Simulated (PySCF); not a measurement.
Species: C7H5FO.
Bonds: O1–C2 (double), C2–C3, C3–C4 (aromatic), C4–C5 (aromatic), C5–C6 (aromatic), C6–C7 (aromatic), C7–C8 (aromatic), C8–F9, C3–C8 (aromatic). Hydrogens: H10 on C2; H11 on C4; H12 on C5; H13 on C6; H14 on C7.

NICS = −σ at a ghost point: NICS(0) at the centroid of the ring atoms, NICS(1) 1 Å to either side along the normal of their mean plane, zz for the tensor component along that normal. Level: GIAO HF/pcSseg-1 (PySCF, non-relativistic, gas phase) on the PBE0-D3(BJ)/def2-SVP geometry, one conformer.

Ring bond lengths (Å): C3–C4 1.402, C4–C5 1.388, C5–C6 1.399, C6–C7 1.392, C7–C8 1.389, C8–C3 1.398.

What do the NICS probes read (ppm)?

```json
{"ring": "C3–C4–C5–C6–C7–C8", "type": "6-membered carbocycle; formal bonds all aromatic", "NICS(0)": "-11.3", "NICS(1), two faces": "-12.3 / -12.3", "NICS(1)zz, two faces": "-29.2 / -29.2", "rms pucker (Å)": "0.00", "centre to ring atoms, mean (Å)": "1.39"}
```

What can be read from them?

- C3–C4–C5–C6–C7–C8: mean NICS(1)zz -29.2 ppm, shielded. For a flat ring without four-coordinate atoms the NICS criterion counts such a value as aromatic.

How equal are the bonds by HOMA? HOMA = 1 − mean of α(R − Ropt)² over the ring bonds, with Krygowski's 1993 parameters (CC: Ropt 1.388 Å, α 257.7 Å⁻²).

- C3–C4–C5–C6–C7–C8: HOMA 0.98 = 1 − EN − GEO, with mean bond length 1.395 Å, EN = α(Ropt − mean)² = 0.011 and GEO = α × variance = 0.007. The geometric and the magnetic index point the same way.

At the second NICS(1) probe listed for ring C3–C4–C5–C6–C7–C8, 1 Å off the ring, what do the in-plane components average?

The isotropic value is a third of the trace: (3 × -12.3 − (-29.2))/2 = -3.9 ppm.

What are the shieldings of the ring atoms and their hydrogens in the same run (means over atoms taken as equivalent)?

```csv
atoms,environment,σ isotropic (ppm)
C3,substituted aromatic carbon,64.7
C4,aromatic CH carbon,49.3
C5,aromatic CH carbon,62.5
C6,aromatic CH carbon,43.9
C7,aromatic CH carbon,70.7
C8,aromatic C–F carbon,18.9
H11,aromatic hydrogen,22.87
H12,aromatic hydrogen,24.25
H13,aromatic hydrogen,23.79
H14,aromatic hydrogen,24.29
```

How do the values depend on the level or the medium?

```csv
level,"NICS(0), C3–C4–C5–C6–C7–C8","mean NICS(1)zz, C3–C4–C5–C6–C7–C8"
"HF/pcSseg-1, gas",-11.3,-29.2
"PBE0/pcSseg-1, gas",-9.7,-26.2
```

The geometry is the same throughout.

Conformer computed: `[O:1]=[CH:2][c:3]1[cH:4][cH:5][cH:6][cH:7][c:8]1[F:9]`: O1–C2–C3–C4 0°.
